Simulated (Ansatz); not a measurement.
C2H3Br3Sn (SMILES C=[CH][Sn]([Br])([Br])[Br]), singlet, geometry from GFN2-xTB (such geometries of metal compounds can be far from the true shape) (core potentials on Sn); PBE0/def2-TZVP run with Ansatz (a program for electronic structure).

Ansatz was given this input:
Ansatz 0.2 input:
```yaml
crystal:
  periodic: [false, false, false]
  atoms:
    - {symbol: C, position_ang: [-3.33121837, 0.72150291, -0.19594000]}
    - {symbol: C, position_ang: [-2.33306276, 0.92714689, 0.62169243]}
    - {symbol: Sn, position_ang: [-0.28062423, 0.14900296, 0.14221640]}
    - {symbol: Br, position_ang: [-0.40371868, -1.06054966, -2.08910197]}
    - {symbol: Br, position_ang: [1.46506461, 1.99013855, -0.07100073]}
    - {symbol: Br, position_ang: [0.59424730, -1.50316418, 1.87068823]}
    - {symbol: H, position_ang: [-3.23788648, 0.18111812, -1.12629120]}
    - {symbol: H, position_ang: [-4.32153908, 1.09515677, 0.03215916]}
    - {symbol: H, position_ang: [-2.36943907, 1.45681361, 1.55830438]}
basis:
  gaussian:
    orbitals: def2-TZVP
hamiltonian:
  xc: pbe0
```

Output, abridged:

```
Functional definition: PBE0
2192 factors; their error is unknown
mean field evaluation 1: about -218062.2957 eV, gradient 5.3e1 eV
mean field evaluation 2: about -218051.9188 eV, gradient 7.8e1 eV
mean field evaluation 4: about -218069.2244 eV, gradient 5.7e0 eV
mean field evaluation 8: about -218070.6581 eV, gradient 7.7e-1 eV
mean field evaluation 16: about -218070.6587 eV, gradient 5.8e-5 eV
mean field -218070.65868807 eV, -8013.9488931850 hartree, gradient 5.8e-5 eV, S^2 0.000000; 0 other end points of the search recorded, 0 dependent functions left out
reference -218070.65872274 eV, -8013.9488944592 hartree; 71, 71 occupied and 203, 203 virtual orbitals, 2192 factors
Total energy: -218070.65872274 eV, -8013.9488944592 hartree
```
